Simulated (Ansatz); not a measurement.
`[GaH2][O][GeH3]` + `[OH][GeH3]` → `[GeH3][O][GeH3]` + `[OH][GaH2]` at 400 K and 1 bar (ligand exchange at a Ge–O bond).

Isolated molecules relaxed with PBE0-D4/def2-TZVP in Ansatz; ΔE leaves out vibrations. CCSD(T)/CBS is the MP2 limit (def2-TZVPP, def2-QZVPP) plus CCSD(T) − MP2 in def2-TZVPP, frozen cores. For Ga, Ge outer-core shells are correlated without core-valence functions, which leaves a few kJ/mol of doubt a bond. Scalar relativity is left out up to krypton.

| species | CCSD(T)/CBS energy (Eh) | H − E (kJ/mol) | S (J/(mol·K)) |
| --- | --- | --- | --- |
| `[GaH2][O][GeH3]` | -4078.25260 | 136.1 | 371.4 |
| `[OH][GeH3]` | -2153.69723 | 116.2 | 291.7 |
| `[GeH3][O][GeH3]` | -4231.02116 | 163.4 | 380.5 |
| `[OH][GaH2]` | -2000.92981 | 89.0 | 281.3 |

H − E and S are ideal-gas, rigid-rotor, harmonic terms from PBE0-D4/def2-TZVP. 1 Eh = 2625.50 kJ/mol, R = 8.31446 J/(mol·K).

Question: By hand: ΔE, ΔH, ΔS and ΔG.

Answer: ΔE = (-4231.02116) + (-2000.92981) − (-4078.25260) − (-2153.69723) = -0.00114 Eh = -3.0 kJ/mol. Δ(H − E) = 163.4 + 89.0 − 136.1 − 116.2 = 0.1, so ΔH = -2.9 kJ/mol. ΔS = 380.5 + 281.3 − 371.4 − 291.7 = -1.3 J/(mol·K). ΔG = -2.9 − 400 × (-1.3)/1000 = -2.4 kJ/mol.

Question: By hand: the equilibrium constant, and the temperature at which ΔG would vanish if ΔH and ΔS stayed fixed.

Answer: log₁₀ K = −ΔG/(RT ln 10) = 0.3. ΔG = 0 at ΔH/ΔS = 2231 K, though so small a ΔH makes that figure unsure.

The number of gas molecules stays the same, so ΔS is small and ΔH decides. The sign of ΔG lies within the doubt. A doubt of 5 kJ/mol in ΔE shifts log₁₀ K by 0.7 here. Modes under 60 cm⁻¹, often nearly free rotors, make the harmonic entropy too high. These are equilibria of isolated gas molecules and say nothing of rates. Largest T1 diagnostic: 0.015 (customary marks: 0.02 for closed shells, 0.045 for open ones).
